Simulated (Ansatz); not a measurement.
The molecule MgH, multiplicity 2 (the spin of the measured ground state).

D_e counts from the fitted minimum to each atom's lowest state at the same level, without counterpoise.

Correlated levels freeze the inner cores; with def2 sets outer-core shells near the valence are correlated too.

Codes used: Ansatz (Gaussian orbitals). 

```
level                 bond energy D_e (eV)
--------------------  --------------------
SVWN5/def2-TZVPP                     1.585
B97M-V/def2-TZVPP                    1.630
B3LYP/def2-TZVPP                     1.438
CAM-B3LYP/def2-TZVPP                 1.458
wB97X-V/def2-TZVPP                   1.455
wB97M-V/def2-TZVPP                   1.258
B2PLYP/def2-TZVPP                    1.376
CCSD(T)/def2-TZVPP                     ___
CCSD(T)/def2-QZVPP                   1.383
```

Task: Complete the blanks.

Result: 
- CCSD(T)/def2-TZVPP, bond energy D_e (eV): 1.332

Ansatz is a program for electronic structure.
